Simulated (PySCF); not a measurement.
SMILES [CH2+]C=C (C3H5 (cation, charge +1)), singlet (B3LYP/def2-SVP optimised geometry):

```
8

C      1.293    -0.611     0.000
C     -0.093    -0.611     0.000
C     -0.768     0.599     0.000
H      1.865     0.326     0.000
H      1.865    -1.548     0.000
H     -0.647    -1.555     0.000
H     -0.229     1.555     0.000
H     -1.865     0.642     0.000
```

Computed with B3LYP/def2-TZVP run with PySCF.

**Question.** What are the frontier orbital energies?

**Answer.** HOMO-2 -17.59 eV, HOMO-1 -17.04 eV, HOMO -15.68 eV, LUMO -10.51 eV, LUMO+1 -5.94 eV.

On the same geometry PBE/def2-TZVP (PySCF) gives HOMO-2 -16.19 eV, HOMO-1 -15.72 eV, HOMO -14.98 eV, LUMO -11.40 eV, LUMO+1 -7.00 eV.

Meta-Löwdin charges at B3LYP/def2-TZVP: C1 0.07, C2 -0.08, C3 0.07, H4 0.19, H5 0.20, H6 0.18, H7 0.19, H8 0.20.
